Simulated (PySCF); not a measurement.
Isomers of C6H4FN3.

All values: PBE0/pcSseg-1 (PySCF) at GFN2-xTB geometries, gas phase, one conformer each.

**Question.** Rank by HOMO–LUMO gap, highest first.
A. `Fc1ccc2n[nH]nc2c1`
B. `FC1=C2NN=NC2=CC=C1`
C. `Fc1nnn2ccccc12`

**Answer.** B (5.81 eV), A (5.29 eV), C (4.95 eV).

All values together:

| SMILES | μ (D) | HOMO (eV) | LUMO (eV) | lowest IAO charge (e) | highest IAO charge (e) | lowest Hirshfeld charge (e) | highest Hirshfeld charge (e) |
| --- | --- | --- | --- | --- | --- | --- | --- |
| Fc1ccc2cnnn2c1 | 4.06 | -6.83 | -1.77 | -0.258 (F) | +0.277 (C) | -0.132 (N) | +0.082 (C) |
| Fc1cccc2nn[nH]c12 | 2.77 | -7.24 | -1.43 | -0.269 (F) | +0.316 (H) | -0.129 (N) | +0.170 (H) |
| Fc1ccc2n[nH]nc2c1 | 1.56 | -7.02 | -1.73 | -0.269 (F) | +0.324 (H) | -0.146 (N) | +0.177 (H) |
| Fc1nnn2ccccc12 | 5.39 | -6.64 | -1.68 | -0.245 (F) | +0.316 (C) | -0.146 (N) | +0.089 (C) |
| Fc1cccc2cnnn12 | 5.28 | -6.75 | -1.48 | -0.228 (F/C) | +0.400 (C) | -0.124 (N) | +0.155 (C) |
